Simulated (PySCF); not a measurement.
Bond stretch in Be2, singlet.

Computed with: UKS-PBE = unrestricted PBE/cc-pVDZ (PySCF); RCCSD(T) = PySCF with CCSD(T) on RHF/cc-pVDZ; RKS-PBE = restricted PBE/cc-pVDZ (PySCF); RKS-M06-2X = restricted M06-2X/cc-pVDZ (PySCF).

Energies are in kcal/mol, each relative to the lowest point of its own curve near equilibrium.

| R / Å | UKS-PBE | RCCSD(T) | RKS-PBE | RKS-M06-2X |
|---|---|---|---|---|
| 2.03 | 5.2 | 7.6 | 7.1 | 9.0 |
| 2.12 | 2.5 | [?] | [?] | 5.6 |
| 2.24 | 0.6 | 1.9 | 1.2 | 2.7 |
| 2.37 | 0.0 | 0.6 | 0.1 | 1.1 |
| 2.41 | 0.0 | 0.3 | 0.0 | 0.9 |
| 2.52 | 0.2 | 0.1 | 0.1 | 0.4 |
| 2.62 | [?] | 0.0 | 0.5 | 0.1 |
| 2.70 | 1.2 | 0.0 | 1.0 | 0.0 |
| 2.74 | 1.5 | 0.1 | [?] | 0.0 |
| 2.94 | 3.0 | 0.2 | 2.9 | 0.1 |
| 3.11 | 4.3 | 0.2 | 4.1 | 0.4 |
| 3.38 | 6.0 | [?] | 5.9 | 1.0 |
| 3.78 | 7.7 | [?] | 7.6 | 1.6 |
| 4.12 | 8.6 | -0.3 | 8.4 | 1.9 |
| 4.48 | 9.1 | -0.3 | 8.9 | 2.2 |
| 4.98 | 9.4 | -0.3 | 9.3 | 2.3 |
| 5.55 | 9.6 | -0.3 | 9.4 | 2.4 |
| 6.11 | 9.7 | -0.2 | 9.5 | 2.4 |
| 6.75 | 9.7 | -0.2 | 9.6 | 2.5 |
| 7.54 | 9.7 | -0.2 | 9.6 | 2.5 |

Q: Some entries are withheld; supply them.

A: 
- 2.12, RCCSD(T): 4.4
- 2.12, RKS-PBE: 3.8
- 2.62, UKS-PBE: 0.7
- 2.74, RKS-PBE: 1.3
- 3.38, RCCSD(T): 0.1
- 3.78, RCCSD(T): -0.1

The unrestricted determinant behind UKS-PBE is spin-contaminated at 2.03 to 2.52 Å (<S²> up to 0.5, against 0.00 for a pure singlet).
